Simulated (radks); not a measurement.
Values are calculated unless marked as measured or tabulated.
Task: These are the eigenvalues of the occupied orbitals of an atom or ion with whole-number occupations (hartree). Code: a radial shooting solver on a logarithmic mesh with Libxc functionals. Model: non-relativistic Kohn-Sham, PBE, spin-polarised, spherical densities, point nucleus.

| orbital | eigenvalue |
|---|---|
| 1s up | -77.71233 |
| 1s down | -77.71202 |
| 2s up | -7.66364 |
| 2s down | -7.66327 |
| 2p up | -5.88404 |
| 2p down | -5.88355 |
| 3s up | -1.57153 |
| 3s down | -1.56935 |
| 6p up | -0.16089 |

Which element is it, and in what charge state? The configuration may be excited. Open shells, if any, are filled with parallel spins first.

Result: Z = 15, phosphorus, charge +2: P2+ in [Ne] 3s2 6p1. The list shows which subshells hold electrons but not how many an open one holds; the 1s level, -77.712 hartree, gives Z - s = 12.5 by -(Z - s)^2/2, which with screening narrows Z to a few neighbours, and the depths of the outer levels then fix element, charge and occupations together.
